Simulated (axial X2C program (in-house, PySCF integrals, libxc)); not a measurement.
SbBr⁺: from the spin-free to the two-component result

Calculated with an in-house all-electron X2C program for linear molecules (integrals from PySCF). Spin-free means the one-electron spin-free X2C Hamiltonian; two-component (2c) means X2C with spin–orbit coupling and atomic mean-field two-electron Coulomb and Gaunt terms, so the difference of the two also holds small scalar two-electron terms. Basis: Sb dyall-cv3z [11s12p8d4f1g], Br dyall-cv3z [8s9p6d4f1g] (cores contracted in-house); Gaussian nuclei, density fitting, unrestricted open shells. Masses: Sb 120.904 u, Br 78.918 u.

Spin-free state: M_S = 1/2, Λ = 1 (beyond evenly filled blocks: π+α); fragments Sb+ + Br.

| level | Re (Å) | ωe (cm⁻¹) | De (eV) | μ (D) |
| --- | --- | --- | --- | --- |
| PBE0 | 2.377 | 316.8 | 3.408 | -2.51 |
| r2SCAN0 | 2.367 | 321.9 | 3.251 | -2.52 |

Dipoles are positive if Br is the positive end and refer to the centre of mass.

(1) Within this multiplet, which Ω should lie lowest by the rule for regular and inverted multiplets?

Two-component determinant lowest at the distance of the search:

Ω = 1/2 (⟨Sz⟩ = -0.49, ⟨Lz⟩ = 0.99 at PBE0); fragments Sb+ + Br.

| level | Re (Å) | ωe (cm⁻¹) | μ (D) |
| --- | --- | --- | --- |
| PBE0 | 2.380 | 314.5 | -2.56 |
| r2SCAN0 | 2.370 | 320.1 | -2.56 |

(2) From the two tables, how do the constants change at the PBE0 level (2c against spin-free)?

One determinant describes the state; a PBE0 search over occupations chose it and may have missed a lower one. Dissociation energies refer to the lowest single-determinant-based atoms at the same level and basis. De is not given where an atomic determinant may have missed its ground term or J level, or where the truncated virtual space spoils (T). Density functionals use the spin component along the axis (collinear). The functionals have no current-density term, which raises determinants with orbital currents, atoms included. The determinant is spin-polarised beyond a pure state at some levels (its spin-free form has ⟨S²⟩ too high), which makes Re and μ there less reliable.

## Answers

(1) The open π shell holds one electron, so the multiplet is regular: Ω = Λ − 1/2 = 1/2. The PBE0 2c search agrees.

(2) At the PBE0 level Re goes up by 0.003 Å and ωe goes down by 2.3 cm⁻¹.
